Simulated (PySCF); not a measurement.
**Basis and Hamiltonian dependence of the excitation energy of Al**

Al [Ne] 3s2 3p1 (2P) → Al [Ne] 3s2 4s1 (2S). Calculated with PySCF 2.14 from differences of total energies of unrestricted determinants, without spin-orbit coupling. Values in eV.

```csv
basis,Hamiltonian,functions,UHF,PBE,PBE0,MP2 (valence),CCSD(T) (valence),CCSD(T) (valence and next inner shell)
aug-cc-pVDZ-DK,spin-free X2C,27,3.067,3.168,3.222,3.074,3.140,n/a
aug-cc-pV(D+d)Z,non-relativistic,32,3.084,3.181,3.236,3.090,3.165,n/a
def2-TZVPPD,non-relativistic,48,3.183,3.228,3.292,3.236,3.313,3.282
dyall-av2z,non-relativistic,50,3.049,3.143,3.200,3.066,3.136,n/a
aug-cc-pVTZ-DK,spin-free X2C,50,3.035,3.133,3.191,3.108,3.184,n/a
"aug-cc-pV(T+d)Z with one added diffuse shell each of s, p, d, f type",non-relativistic,71,2.959,n/a,n/a,3.057,3.139,n/a
aug-cc-pwCVTZ,non-relativistic,75,3.047,3.146,3.204,3.119,3.198,3.171
def2-QZVPPD,non-relativistic,76,3.031,3.145,3.202,3.123,3.192,3.160
aug-cc-pVQZ-DK,spin-free X2C,84,2.988,3.121,3.176,3.087,3.155,n/a
dyall-av3z,non-relativistic,84,2.987,3.133,3.186,3.073,3.150,n/a
aug-cc-pV(Q+d)Z,non-relativistic,89,3.001,3.133,3.189,3.099,3.168,n/a
"aug-cc-pCVTZ-DK with one added diffuse shell each of s, p, d, f type",spin-free X2C,91,2.946,3.106,3.159,3.043,3.125,3.100
dyall-acv3z,non-relativistic,113,2.989,3.134,3.188,3.075,3.154,3.131
dyall-acv3z,spin-free X2C,113,2.977,3.122,3.175,3.063,3.143,3.119
```

Frozen in the all-electron rows: valence: [Ne]; valence and next inner shell: 1s2.

Reference for a calculation without spin-orbit coupling: 3.133 eV (measured, between term centres; NIST).
